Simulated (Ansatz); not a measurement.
Ansatz (a quantum-chemistry and plane-wave program) input:

Ansatz 0.2 input:
```yaml
crystal:
  periodic: [false, false, false]
  atoms:
    - {symbol: Sr, position_ang: [-0.00000000, -0.00000000, -0.42582728]}
    - {symbol: O, position_ang: [0.00000000, 0.00000000, 1.69169827]}
    - {symbol: H, position_ang: [0.00000000, 0.00000000, 2.64785055]}
basis:
  gaussian:
    orbitals: def2-SVPD
magnetization: {spin_polarized: true, initial_magnetization: 1}
correlation: {method: ccsd_t, electrons: outside_noble_gas}
```

Problem. What final total energy does it print?

Solution. -106.01386 Eh (CCSD(T)/def2-SVPD). The basis has 57 functions.

It need not be the lowest isomer of its formula.
